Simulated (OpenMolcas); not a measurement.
An atom or ion with 39 electrons was computed by MS-CASPT2, IPEA 0.25 Eh, imaginary shift 0.1 Eh with spin-orbit coupling (OpenMolcas, ANO-RCC-VTZP, DKH2). The lowest levels that the run gave, each within 12 % of the measured value where one is at hand:

| J | Parity | E (cm-1) | g |
| --- | --- | --- | --- |
| 3/2 | even | 0.0 | 0.403 |
| 5/2 | even | 763 | 1.029 |
| 7/2 | even | 1728 | 1.237 |
| 9/2 | even | 2830 | 1.331 |
| 3/2 | even | 10530 | 1.651 |
| 1/2 | even | 10560 | 2.514 |
| 5/2 | even | 11850 | 1.597 |
| 7/2 | even | 11890 | 0.891 |
| 9/2 | even | 12670 | 1.091 |
| 1/2 | even | 14220 | 0.823 |
| 3/2 | even | 14340 | 1.229 |
| 9/2 | even | 16650 | 0.933 |

Question: Which ion is it, and what are the configurations and terms?

Answer: Mo³⁺ (Z = 42, charge +3; active space 3 electrons in 10 orbitals (4d 5d)). J, parity and g give the terms where levels are pure, and mixed ones are named by the computed weights; the size of the splittings, set against known spectra of the 39-electron sequence, gives the charge. In order, with the measured energies in cm-1 (Sugar and Musgrove, J. Phys. Chem. Ref. Data 17, 155 (1988)): 4d3 4F 3/2, 4d3 4F 5/2 (778), 4d3 4F 7/2 (1760), 4d3 4F 9/2 (2865), 4d3 4P 3/2 (10331), 4d3 4P 1/2 (10338), 4d3 4P 5/2 (11612), 4d3 2G 7/2 (11580), 4d3 2G 9/2 (12311), 4d3 2P 1/2 (14348), 4d3 2P 3/2 [52 %], 4d3 2H 9/2 (15995).

CASPT2 breaks the degeneracy within a term, and the mean is taken; among the terms shown or strongly mixed into the levels shown the widest spread is 700 cm-1 (4d3 4F). Active for correlation alone: 5d; no level in the range computed is led by a configuration that fills it, so any true level of that kind is missing. The CASPT2 spread within a term exceeds the gap to the next term for 4d3 2H and 4d3 2D(1), so the order of their levels is uncertain. Measured partners are found by configuration, term and J. A level has none where our copy of the source lacks it or the pairing is in doubt (some pairs that miss far off the trend of their configuration count as doubtful), and it then counts in no deviation. Only configurations of the active space appear.

A share in square brackets marks a mixed level and gives the weight of the term that names it. A number in round brackets counts repeated terms of one configuration in the order of the reference energies.
